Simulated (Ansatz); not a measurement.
`C=C(C)[SiH2][SiH3]` and `C=C(C)[SiH3]` differ in one atom or group.

Ansatz, PBE0-D4/def2-TZVP geometries, multiplicity 1. Each molecule was computed in one conformer, which needn't be the lowest.

| property | `C=C(C)[SiH2][SiH3]` |
| --- | --- |
| HOMO energy (B3LYP/def2-TZVPP) / eV | -7.20 |
| HOMO energy (PBE0/def2-TZVPP) / eV | -7.41 |
| LUMO energy (PBE/def2-TZVPP) / eV | -1.36 |
| HOMO–LUMO gap (B3LYP/def2-TZVPP) / eV | 6.61 |
| LUMO energy (ωB97M-V/def2-TZVPP) / eV | 1.59 |
| LUMO energy (B3LYP/def2-TZVPP) / eV | -0.59 |

(1) Give the same properties after the change, and the shifts. (Estimate.)

Results:

(1) Ansatz gave: 
```tsv
property	`C=C(C)[SiH3]`	shift
HOMO energy (B3LYP/def2-TZVPP) / eV	-7.38	-0.18
HOMO energy (PBE0/def2-TZVPP) / eV	-7.60	-0.19
LUMO energy (PBE/def2-TZVPP) / eV	-1.24	0.12
HOMO–LUMO gap (B3LYP/def2-TZVPP) / eV	6.94	0.33
LUMO energy (ωB97M-V/def2-TZVPP) / eV	1.87	0.28
LUMO energy (B3LYP/def2-TZVPP) / eV	-0.44	0.15
```

With PBE0 the HOMO falls by 0.19 eV and the LUMO rises by 0.17 eV, so the gap widens by about 0.36 eV. PBE moves the HOMO by -0.16 eV and ωB97M-V by -0.31 eV. The zero-point energy changes by -44.8 kJ/mol with -9 modes.

B3LYP here is the variant with VWN-RPA as its local correlation; programs differ in this.
